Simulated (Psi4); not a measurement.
CH3Cl3Si, charge -1, doublet, geometry from GFN2-xTB (a state made from the parent by changing its charge; the spin is typed, not shown lowest) (a gas-phase anion, which may not be bound at this level); MP2/cc-pVDZ run with Psi4.

Here is a job for Psi4.
```
memory 2 GB

molecule {
-1 2
  C    -1.88086609   -0.24439940    0.19810488
  Si   -0.03103582    0.22941078    0.24173562
  Cl    0.94280005   -0.93243123   -1.17927851
  Cl   -0.31054700    2.07327251   -1.15476151
  Cl    0.45531735   -1.18432133    2.03091734
  H    -2.02275001   -1.28867211    0.46708769
  H    -2.44430575    0.35993545    0.90406427
  H    -2.30194304   -0.07745725   -0.79099435
}

set basis cc-pvdz
set reference uhf
set freeze_core true
set mp2_type conv
set scf_type pk
set puream true
set d_convergence 1e-8

energy('mp2')
print_variables()
```

### Question
What does Psi4 print? Leave out banner, timings and long lists.

### Answer

```
   => Loading Basis Set <=

    Name: CC-PVDZ
    Role: ORBITAL
    Keyword: BASIS

         ---------------------------------------------------------
                                   SCF
               by Justin Turney, Rob Parrish, Andy Simmonett
                          and Daniel G. A. Smith
                              UHF Reference
         ---------------------------------------------------------

  ==> Geometry <==

    Molecular point group: c1
    Full point group: C1

    Geometry (in Angstrom), charge = -1, multiplicity = 2:

       Center              X                  Y                   Z               Mass
    ------------   -----------------  -----------------  -----------------  -----------------
         C           -1.933402108224    -0.250828447474     0.204019927810    12.000000000000
         SI          -0.083571838224     0.222981732526     0.247650667810    27.976926534650
         CL           0.890264031776    -0.938860277474    -1.173363462190    34.968852682000
         CL          -0.363083018224     2.066843462526    -1.148846462190    34.968852682000
         CL           0.402781331776    -1.190750377474     2.036832387810    34.968852682000
         H           -2.075286028224    -1.295101157474     0.473002737810     1.007825032230
         H           -2.496841768224     0.353506402526     0.909979317810     1.007825032230
         H           -2.354479058224    -0.083886297474    -0.785079302190     1.007825032230

  Running in c1 symmetry.

  Rotational constants: A =      0.08367  B =      0.03933  C =      0.03226 [cm^-1]
  Rotational constants: A =   2508.46148  B =   1179.12785  C =    967.23443 [MHz]
  Nuclear repulsion =  412.129908572292948

  Charge       = -1
  Multiplicity = 2
  Electrons    = 75
  Nalpha       = 38
  Nbeta        = 37

  ==> Algorithm <==

  SCF Algorithm Type is PK.
  DIIS enabled.
  MOM disabled.
  Fractional occupation disabled.
  Guess Type is SAD.
  Energy threshold   = 1.00e-08
  Density threshold  = 1.00e-08
  Integral threshold = 1.00e-12

  ==> Primary Basis <==

  Basis Set: CC-PVDZ
    Blend: CC-PVDZ
    Number of shells: 47
    Number of basis functions: 101
    Number of Cartesian functions: 106
    Spherical Harmonics?: true
    Max angular momentum: 2

  ==> Integral Setup <==

  Using in-core PK algorithm.
   Calculation information:
      Number of atoms:                   8
      Number of AO shells:              47
      Number of primitives:            237
[...]
  @UHF Final Energy: -1707.22483627216889
    Total Energy =                      -1707.2248362721688864
  DIE_IF_NOT_CONVERGED          => (empty)
[...]
  WFN                           => (empty)
  WFN_TYPE                      => OMP2            !
  WRITER_FILE_LABEL             => (empty)
  ZORA_BASIS_TOLERANCE          => (empty)
  ZORA_NR_DEBUG                 => (empty)
  ZORA_PRUNING_SCHEME           => (empty)
  ZORA_RADIAL_POINTS            => (empty)
  ZORA_SPHERICAL_POINTS         => (empty)

 ==============================================================================
 ==============================================================================
 ==============================================================================

                             MP2
                    Program Written by Ugur Bozkaya,
              Additional Contributions by J. P. Misiewicz

 ==============================================================================
 ==============================================================================
 ==============================================================================

	MO spaces per irreps...

	IRREP   FC   AOCC  BOCC  AVIR    BVIR  FV
	==========================================
	   A    21    17    16    63     64     0
	==========================================

	Computing MP2 energy using SCF MOs (Canonical MP2)...
	==============================================================================
	Nuclear Repulsion Energy (a.u.)    :   412.12990857229295
	SCF Energy (a.u.)                  : -1707.22483627216889
	REF Energy (a.u.)                  : -1707.22483627216889
	Alpha-Alpha Contribution (a.u.)    :    -0.08625534407719
	Alpha-Beta Contribution (a.u.)     :    -0.46958555813320
	Beta-Beta Contribution (a.u.)      :    -0.08172676464808
	Scaled_SS Correlation Energy (a.u.):    -0.05599403624176
	Scaled_OS Correlation Energy (a.u.):    -0.56350266975984
	SCS-MP2 Total Energy (a.u.)        : -1707.84433297817031
	SOS-MP2 Total Energy (a.u.)        : -1707.78833894192871
	SCSN-MP2 Total Energy (a.u.)       : -1707.52048478352549
	SCS-MP2-VDW Total Energy (a.u.)    : -1707.90989684094188
	SOS-PI-MP2 Total Energy (a.u.)     : -1707.88225605355547
	MP2 Correlation Energy (a.u.)      :    -0.63756766685847
	MP2 Total Energy (a.u.)            : -1707.86240393902744
	==============================================================================

  Variable Map:
  ----------------------------------------------------------------------------
[...]
  Array Variable Map:
  ----------------------------------------------------------------------------
[...]
[...]
```
